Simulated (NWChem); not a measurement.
Two isomers of C₄H₉O, doublet, each optimised at PBE0/def2-SVP with NWChem. Flexible species stand in one conformer each, which need not be the lowest. Spin-unrestricted. The radical's symmetric form is orbitally degenerate, so geometry and low modes hang on which distorted state is reached.

A: [O]C(C)(C)C
B: OC[CH]CC

Question: Which is lower in energy, by how much, and how do their other properties compare?

Answer: A is lower by 2.7 kcal/mol in electronic energy; with zero-point energies, B − A = 2.6 kcal/mol.
```
                                                                 A      B
-----------------------------------------------------------  -----  -----
highest occupied level (eV)                                  -7.25  -5.41
lowest empty minus highest occupied level, either spin (eV)   4.19   4.69
dipole (D)                                                    1.98   1.68
highest harmonic frequency (cm⁻¹)                             3182   3904
zero-point energy (kcal/mol)                                  76.8   76.7
```
